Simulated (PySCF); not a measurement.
A PySCF script (with the pyscf-properties extension) for the NMR shieldings of `[C@H](CC)(C)[Si@H](N)NC`, C5H16N2Si, on a GFN2-xTB geometry:

```python
import basis_set_exchange as bse
import numpy as np
from pyscf import gto, dft
from pyscf.prop import nmr

atoms = """
C    -2.038537    1.657536    1.061469
C    -2.014144    0.542441    0.025165
C    -0.803476   -0.383067    0.160641
C    -0.911774   -1.512465   -0.864972
Si    0.884942    0.510482   -0.001990
N     0.823444    1.421132   -1.468064
N     2.262908   -0.495384   -0.245690
C     2.707742   -1.455742    0.732355
H    -1.200017    2.335283    0.922628
H    -2.960620    2.230482    0.982276
H    -1.977672    1.243197    2.065484
H    -2.928185   -0.051740    0.127772
H    -2.022241    0.976172   -0.977588
H    -0.852743   -0.837961    1.157091
H    -0.847014   -1.115021   -1.875729
H    -1.861508   -2.038694   -0.764910
H    -0.109441   -2.234538   -0.730303
H     1.195074    1.236520    1.243274
H     0.051058    2.054440   -1.587822
H     1.674171    1.867710   -1.769401
H     2.420900   -0.823280   -1.186438
H     3.762506   -1.690305    0.575169
H     2.139471   -2.393711    0.703208
H     2.593422   -1.023724    1.723930
"""
names = dict.fromkeys(["C", "Si", "N", "H"], "pcSseg-1")
basis = {el: gto.basis.parse(bse.get_basis(n, elements=[el], fmt="nwchem")) for el, n in names.items()}
mol = gto.M(atom=atoms, basis=basis, charge=0, verbose=0)
mf = dft.RKS(mol, xc="PBE0")
mf.grids.level = 2
mf.grids.alignment = dft.numint.BLKSIZE   # the property module wants whole blocks of grid points
mf.conv_tol = 1e-9
mf.kernel()

calc = nmr.RKS(mf)   # GIAO
C = mf.mo_coeff
Co = C[:, mf.mo_occ > 0]
resp = mf.gen_response(singlet=True, hermi=2)
def vind(x):   # induced exchange potential for any number of trial vectors
    d = np.einsum("pi,xij,qj->xpq", C, 2 * x.reshape(-1, C.shape[1], Co.shape[1]), Co, optimize=True)
    return np.einsum("xpq,pi,qj->xij", resp(d - d.transpose(0, 2, 1)), C, Co, optimize=True).ravel()
mo1, _ = nmr.rhf.solve_mo1(calc, with_cphf=vind)
sigma = calc.kernel(mo1)
for i, s in enumerate(sigma):   # ppm
    w = np.linalg.eigvalsh((s + s.T) / 2)
    print("%2d %-2s iso %8.1f  s11 %8.1f  s22 %8.1f  s33 %8.1f" % (i, mol.atom_pure_symbol(i), w.mean(), *w))
```

Question: What does it print?

Answer: 
```
 0 C  iso    169.8  s11    159.7  s22    165.7  s33    183.9
 1 C  iso    154.7  s11    138.8  s22    151.8  s33    173.6
 2 C  iso    159.4  s11    152.6  s22    159.5  s33    166.0
 3 C  iso    169.2  s11    155.0  s22    164.7  s33    188.0
 4 Si iso    365.3  s11    320.8  s22    366.2  s33    408.9
 5 N  iso    260.2  s11    226.6  s22    266.9  s33    287.1
 6 N  iso    249.4  s11    208.0  s22    256.7  s33    283.4
 7 C  iso    157.5  s11    132.5  s22    153.1  s33    186.8
 8 H  iso     30.7  s11     25.7  s22     31.1  s33     35.3
 9 H  iso     30.5  s11     25.9  s22     27.5  s33     38.2
10 H  iso     30.7  s11     26.7  s22     29.0  s33     36.4
11 H  iso     30.1  s11     24.8  s22     29.7  s33     35.9
12 H  iso     30.5  s11     27.8  s22     29.8  s33     33.9
13 H  iso     31.0  s11     27.6  s22     30.3  s33     35.2
14 H  iso     30.6  s11     26.5  s22     29.6  s33     35.6
15 H  iso     30.8  s11     26.3  s22     28.4  s33     37.7
16 H  iso     30.5  s11     24.9  s22     29.8  s33     36.9
17 H  iso     26.4  s11     22.5  s22     25.6  s33     31.3
18 H  iso     31.7  s11     23.1  s22     29.6  s33     42.4
19 H  iso     31.5  s11     23.6  s22     27.7  s33     43.2
20 H  iso     31.8  s11     23.4  s22     31.0  s33     41.0
21 H  iso     28.9  s11     23.3  s22     26.5  s33     36.9
22 H  iso     28.9  s11     22.8  s22     28.3  s33     35.7
23 H  iso     29.2  s11     25.3  s22     27.2  s33     35.0
```

These numbers come from an equivalent density-fitted implementation of the same equations, which agrees with the script to about 0.01 ppm for H and up to a few tenths of a ppm for heavy atoms, so last digits may differ.

Question: Turn these shieldings into chemical shifts. Referencing at the same level of theory: TMS for ¹³C (σref 186.93), ²⁹Si (σref 349.16), ¹H (σref 31.72); ¹⁵N (σref 267.73) against NH3.

Answer: Averaging equivalent atoms: C 1: 32.2; C 7: 29.4; C 2: 27.5; C 3: 17.7; C 0: 17.2; Si 4: -16.2; N 6: 18.4; N 5: 7.5; H 17: 5.28; H 21/22/23: 2.72; H 11: 1.59; H 12: 1.23; H 14/15/16: 1.08; H 8/9/10: 1.08; H 13: 0.67; H 18/19: 0.10; H 20: -0.06 ppm. Experimental scales use liquid or dissolved standards, which lie at an offset from isolated NH3 (liquid NH3: subtract about 20 ppm).

Size and cost of the density-fitted run: 223 basis functions, 100 s wall time on 1 thread of an Arm Neoverse N1, shared host; peak memory 0.99 GiB.
